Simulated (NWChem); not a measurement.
InH2O2Br; SMILES [OH][In]([OH])[Br]

```xyz
6

In     0.0301    -0.6965     0.0000
Br    -0.0497     1.7940     0.0000
O     -1.6924    -1.7331     0.0000
H     -1.4681    -2.6860     0.0000
O      1.7861    -1.6915     0.0000
H      2.5152    -1.0394     0.0000
```
Atoms are numbered in this order, from 1.

Level: PBE-D3(BJ)/def2-SVP with def2 effective core potentials on In (NWChem), optimised geometry, unscaled harmonic frequencies. This build's default masses of Se (78.918 u) and Br (79.917 u) are each other's, which moves their modes by up to 0.6 %. def2 effective core potentials on In; no spin-orbit coupling.

```json
[
 {"frequency (cm⁻¹)": "85", "IR intensity (km/mol)": "5.6"},
 {"frequency (cm⁻¹)": "112", "IR intensity (km/mol)": "18.5"},
 {"frequency (cm⁻¹)": "113", "IR intensity (km/mol)": "13.6"},
 {"frequency (cm⁻¹)": "244", "IR intensity (km/mol)": "20.2"},
 {"frequency (cm⁻¹)": "255", "IR intensity (km/mol)": "171.0"},
 {"frequency (cm⁻¹)": "279", "IR intensity (km/mol)": "0.1"},
 {"frequency (cm⁻¹)": "564", "IR intensity (km/mol)": "37.9"},
 {"frequency (cm⁻¹)": "595", "IR intensity (km/mol)": "60.8"},
 {"frequency (cm⁻¹)": "828", "IR intensity (km/mol)": "58.0"},
 {"frequency (cm⁻¹)": "859", "IR intensity (km/mol)": "90.7"},
 {"frequency (cm⁻¹)": "3686", "IR intensity (km/mol)": "65.4"},
 {"frequency (cm⁻¹)": "3697", "IR intensity (km/mol)": "52.0"}
]
```

* **zero-point energy**: 16.2 kcal/mol
* **thermal correction to the enthalpy at 298.15 K (with zero-point energy)**: 21.1 kcal/mol
* **heat capacity Cv**: 20.3 cal/(mol K)
* **entropy at 298.15 K and 1 atm (symmetry number 1)**: 87.1 cal/(mol K)

Rigid rotor and harmonic oscillator; modes under 100 cm⁻¹ make the entropy uncertain.
